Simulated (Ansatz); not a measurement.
Basis-set extrapolation for C$_{2}$H$_{5}$ClOSSi (`C[SiH](Cl)OC=S`) (PBE0-D4/def2-TZVP geometry, frozen core, Ansatz). Multiplicity 1, RHF reference.

|  | def2-TZVPP | def2-QZVPP |
| --- | --- | --- |
| HF | -1299.667950 | -1299.708394 |
| MP2 correlation | -1.041876 | -1.126378 |
| CCSD(T) correlation | -1.146232 | not run |

Energies in hartree. Use E(X) = E(∞) + A·exp(−7.88·√X) for Hartree–Fock and E(X) = E(∞) + B·X^(−2.97) for correlation, with X = 3 and 4, and add CCSD(T) minus MP2 of the smaller set to the MP2 limit.

Problem. What is the CCSD(T) energy at the basis-set limit?

Solution. HF limit: -1299.708394 + (-0.040444) × 0.13774 = -1299.71396. MP2 limit: -1.126378 + (-0.084502) × 0.74074 = -1.18897. Higher-order term: -1.146232 − (-1.041876) = -0.10436. Total: -1301.00729 hartree, 507.0 kJ/mol below CCSD(T)/def2-TZVPP.
